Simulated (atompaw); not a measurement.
# Pseudopotential generation for Ho: PAW (atompaw), PBE, scalar-relativistic.

atompaw 4.2.0.5 input, output lines left out:

```
Ho 67
GGA-PBE scalarrelativistic loggrid 2001 logderivrange -6 5 276
6 6 5 4 0 0
6 0 1.5
6 1 0
5 2 0
4 3 11
0 0 0
c
c
c
c
v
v
c
c
c
v
v
c
c
v
v
3
3.00 2.65 2.30 2.35
n
n
y
1
n
y
1.4
n
custom rrkj gramschmidtortho sinc
bessel
2.05
2.00
2.55
3.00
3.00
3.00
0.75
0.75
```

* Cutoffs needed: over 300 Ry and over 300 Ry (the cutoffs (Ry, on a coarse ladder) from which the occupation-weighted sum of valence levels, in a spherical-Bessel basis at the reference potential, stays within 10 and 1 mRy of its value at 400 Ry)
* Ghost test: no extra level below or beside the all-electron valence levels (s, p, d, f tested) (spherical-Bessel basis up to 400 Ry, 20 bohr box)
* Lowest eigenvalue of the overlap operator: 0.11 (s channel)
* Overlap eigenvalues printed by atompaw (projector basis): 0.139, 0.176, 0.761, 0.988, 3.22, 5.83, 9.82, 175
* Share of each valence orbital outside the PAW sphere: 5s 0 %, 6s 72 %, 5p 2 %, 6p 92 %, 5d 43 %, 4f 1 %
